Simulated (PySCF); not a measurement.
Two species compared at the same levels of theory.

First species: C₇H₅NO.
SMILES: `N#COC1=CC=CC=C1`

Second species: C₇H₆N₂.
SMILES with atom numbers: `[cH:1]1[cH:2][cH:3][c:4]2[nH:5][n:6][cH:7][c:8]2[cH:9]1` (hydrogens: H10 on C1; H11 on C2; H12 on C3; H13 on N5; H14 on C7; H15 on C9)

Structure used (PBE0-D3(BJ)/def2-TZVP), in Å, numbered top down from 1:
```xyz
15
C7H6N2 angstrom
C     -1.7993    0.6034    0.5756
C     -1.6339   -0.7752    0.8031
C     -0.4643   -1.4277    0.4838
C      0.5546   -0.6573   -0.0790
N      1.8058   -0.9693   -0.5024
N      2.4677    0.0916   -0.9896
C      1.6518    1.1138   -0.8862
C      0.4091    0.7251   -0.3146
C     -0.7920    1.3592    0.0211
H     -2.7386    1.0716    0.8445
H     -2.4503   -1.3372    1.2418
H     -0.3449   -2.4897    0.6624
H      2.2564   -1.8658   -0.5006
H      1.9689    2.0914   -1.2172
H     -0.9249    2.4210   -0.1514
```

Levels: B97-2/pcSseg-2 for dipole moment, HOMO energy, LUMO energy and HOMO–LUMO gap; PBE0-D3(BJ)/def2-TZVP for rotational constant A and rotational constant C. Geometries: PBE0-D3(BJ)/def2-TZVP. Each structure is a single optimised conformer of the isolated species, non-relativistic unless stated. Electronic properties by PySCF.

The conformers computed, where there is a choice (atom-mapped SMILES and torsion angles):
- `[N:1]#[C:2][O:3][c:4]1[cH:5][cH:6][cH:7][cH:8][cH:9]1`: C2–O3–C4–C5 180°

```
             property   column X   column Y
        dipole moment     1.74 D     4.56 D
          HOMO energy   -6.30 eV   -7.34 eV
          LUMO energy   -0.97 eV   -1.03 eV
        HOMO–LUMO gap    5.33 eV    6.31 eV
rotational constant A  4.029 GHz  4.758 GHz
rotational constant C  1.171 GHz  0.911 GHz
```

(1) Which column belongs to which species?

(2) How does each property change from the first species to the second?

Answers

(1) Column X is the second species and column Y the first. The first has 14 atoms and 62 electrons, the second 15 and 62.

(2) dipole moment -2.82 D; HOMO energy +1.04 eV; LUMO energy +0.06 eV; HOMO–LUMO gap -0.98 eV; rotational constant A -0.729 GHz; rotational constant C +0.260 GHz.

On the first: The dipole equals about 15.2 × 10⁻³⁰ C·m (1 D = 3.33564 × 10⁻³⁰ C·m). Isolated species at its PBE0-D3(BJ)/def2-TZVP geometry (one conformer only).

On the second: In atomic units the dipole is 0.68 e·bohr (1 au = 2.5417 D). Geometry: PBE0-D3(BJ)/def2-TZVP; no solvent, vibrations or thermal averaging.
